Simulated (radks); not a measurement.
Problem. Spherical quantum dot in the effective-mass picture: electrons in a parabolic well V = omega^2 r^2 / 2 with omega = 2.8, with a point charge +1 (a donor) at the centre, all in effective atomic units (hartree* = m*/eps^2 hartree, bohr* = eps/m* bohr), one dielectric constant everywhere. Calculated with a radial shooting solver with Libxc functionals: non-relativistic Kohn-Sham, exchange-only LDA, spin-polarised, spherical densities. Levels are named by radial order and angular momentum (1s, 1p, 1d, 2s, ...), and open shells are averaged over m. At N = 30 the configuration is 1s2 1p6 1d10 2s2 1f(up 7, down 3). Does electron 31 go into 1f down or 2p down or 2p up?

Solution. Into 1f down. The total energies of the other choices lie higher by 0.0989 hartree* (2p up), 0.159 hartree* (2p down).
